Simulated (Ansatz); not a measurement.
Reaction (isomerisation): `C1[SiH2][GeH2][S]1` → `[CH2]1[SiH2][S][GeH2]1`

Program: Ansatz. Geometries: PBE0-D4/def2-TZVP. ΔE: electronic, gas phase. CCSD(T)/CBS adds triple-zeta CCSD(T) − MP2 to the extrapolated MP2 energy (def2 sets, frozen cores). DFT in def2-TZVPP. For Ge outer-core shells are correlated without core-valence functions, which leaves a few kJ/mol of doubt a bond. Scalar relativity is left out up to krypton.

Task: Is it downhill or uphill in electronic energy at CCSD(T)/CBS, and by how much? (An estimate is asked.)

Result: Computed: Downhill: ΔE = -109.6 kJ/mol.

Task: What do these levels give: PBE-D4, ωB97M-V, PBE0, HF/def2-TZVPP, MP2/def2-QZVPP, CCSD/CBS(def2)? (An estimate is asked.)

Result: Computed: PBE-D4 -94.9, ωB97M-V -109.4, PBE0 -102.6, HF/def2-TZVPP -118.4, MP2/def2-QZVPP -118.0, CCSD/CBS(def2) -111.1 kJ/mol.

Largest T1 diagnostic among the species: 0.012.

From PBE to PBE0 (25 % exact exchange), in def2-TZVPP and without D4, ΔE moves by −8.0 kJ/mol.
